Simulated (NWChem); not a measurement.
Molecule: CH₃AlBrCl; SMILES [CH3][Al]([Cl])[Br]

```xyz
7

Al    -0.4510     0.5809     0.0052
Cl     0.9953     2.1239    -0.0036
Br     0.3325    -1.5458    -0.0048
C     -2.3517     0.9896     0.0048
H     -2.9682     0.0917     0.2058
H     -2.6470     1.3986    -0.9846
H     -2.5861     1.7657     0.7620
```
Atoms are numbered in this order, from 1.

Computed with NWChem. Coordinates come from a PBE-D3(BJ)/def2-SVP optimisation. Vzz is the largest principal value of the second derivative of the potential at the nucleus (NWChem prints the opposite sign); η is the asymmetry. Non-relativistic.

Problem. Order these runs by computing time, cheapest first, and give rough ratios: PBE0/cc-pVTZ; PBE0/def2-SVP; CAM-B3LYP/cc-pVTZ.

Solution. PBE0/def2-SVP (1), PBE0/cc-pVTZ (6), CAM-B3LYP/cc-pVTZ (30). Ratios are rough, from one shared machine; the cheapest took roughly 27 core-seconds. What differs between the cheapest and the dearest: Vzz Al1 (a.u.) 0.790 → 1.088; η Al1 0.64 → 0.60; Vzz Cl2 (a.u.) 1.279 → 1.259; η Cl2 0.31 → 0.42.
